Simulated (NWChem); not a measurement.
## Atomisation of C$_{2}$HF$_{2}$

```xyz
5

C      0.5866    -1.3045     0.0000
C      0.0669    -0.0994     0.0000
F      0.7624     1.0212     0.0000
F     -1.2299     0.1754     0.0000
H      0.2866    -2.3456     0.0000
```
Charge 0, spin multiplicity 2.

Everything below was run with NWChem. All single points use one geometry, from UB3LYP/def2-SVP, a minimum by its harmonic frequencies.

Basis set: def2-TZVP. The atomisation energy is electronic alone: no zero-point, thermal, spin-orbit or counterpoise terms. No value is extrapolated to the basis-set limit. Free atoms are single determinants with multiplicities C 3, F 2, H 2.

B3LYP has NWChem's definition, with VWN1-RPA local correlation. The structure started from a generated list of species. The unpaired electrons of the parent sit in orbitals of symmetry a' (Cs labels of the run); other states weren't searched. No SCF solution was tested for a lower state. Open-shell Hartree-Fock references start from PBE0 orbitals.

Question: Order these methods by the atomisation energy they give, lowest first: LDA (SVWN5), PBE, BLYP, BHandHLYP, B3LYP, PBE0.

Answer: BHandHLYP (432.5 kcal/mol), B3LYP (460.0 kcal/mol), BLYP (467.5 kcal/mol), PBE0 (468.8 kcal/mol), PBE (490.5 kcal/mol), LDA (SVWN5) (565.3 kcal/mol)
